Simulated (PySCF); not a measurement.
Delta-SCF ions had no search for a lower state. 

Cartesian coordinates (Å):
SMILES: [SiH2]([O-])O
```xyz
6

O     -1.5774     1.1010    -0.1972
Si    -0.4569     0.0442    -0.0335
O      1.1206     0.6759     0.0160
H     -0.5120    -0.8039     1.2286
H     -0.3571    -1.0053    -1.1309
H      1.7827    -0.0119     0.1170
```
Charge -1, spin multiplicity 1.

Problem. Predict the total energy, HOMO and vertical detachment energy (Delta-SCF) from CAM-B3LYP-D3(BJ)/def2-TZVPD (PySCF 2.14.0).

Solution. 
The total energy is -441.9086 Ha and the HOMO is -2.82 eV. The vertical detachment energy (Delta-SCF) is 3.70 eV.
